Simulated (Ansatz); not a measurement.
CH7FO3Si2, SMILES `O[SiH](O)C[SiH](O)F`, charge 0, multiplicity 1.

Task: Give a relaxed structure at PBE0-D4/def2-TZVP (Ansatz). (Estimate.)

Result: Computed: 
Cartesian coordinates in Å:
```
O 0.6791 1.5093 -2.4036
Si 0.5323 1.2200 -0.7998
O 2.0316 0.9025 -0.2131
C -0.5895 -0.2325 -0.4286
Si -0.7394 -0.6885 1.3550
O -1.5248 -2.0893 1.6374
F 0.7758 -0.8091 1.8995
H 1.3470 1.0111 -2.8773
H -0.0568 2.4556 -0.2326
H 2.0789 0.3695 0.5850
H -1.5881 -0.0175 -0.8261
H -0.2020 -1.0989 -0.9808
H -1.4150 0.3228 2.1891
H -1.3291 -2.8549 1.0959
```
This is one stationary point; other conformers may exist.
